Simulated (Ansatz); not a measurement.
Basis-set extrapolation for C$_{6}$H$_{15}$BN$_{2}$, SMILES `CC1=[N+](C)[B-](C)(C)N1C` (PBE0-D4/def2-TZVP geometry, frozen core, Ansatz). Multiplicity 1, RHF reference.

```json
{"": "HF", "def2-TZVPP": "-369.690599", "def2-QZVPP": "-369.707690"}
{"": "MP2 correlation", "def2-TZVPP": "-1.565011", "def2-QZVPP": "-1.664088"}
{"": "CCSD(T) correlation", "def2-TZVPP": "-1.707361", "def2-QZVPP": "not run"}
```

Energies in hartree. Use E(X) = E(∞) + A·exp(−7.88·√X) for Hartree–Fock and E(X) = E(∞) + B·X^(−2.97) for correlation, with X = 3 and 4, and add CCSD(T) minus MP2 of the smaller set to the MP2 limit.

**Question.** What is the CCSD(T) energy at the basis-set limit?

**Answer.** HF limit: -369.707690 + (-0.017091) × 0.13774 = -369.71004. MP2 limit: -1.664088 + (-0.099077) × 0.74074 = -1.73748. Higher-order term: -1.707361 − (-1.565011) = -0.14235. Total: -371.58987 hartree, 5.22 eV below CCSD(T)/def2-TZVPP.
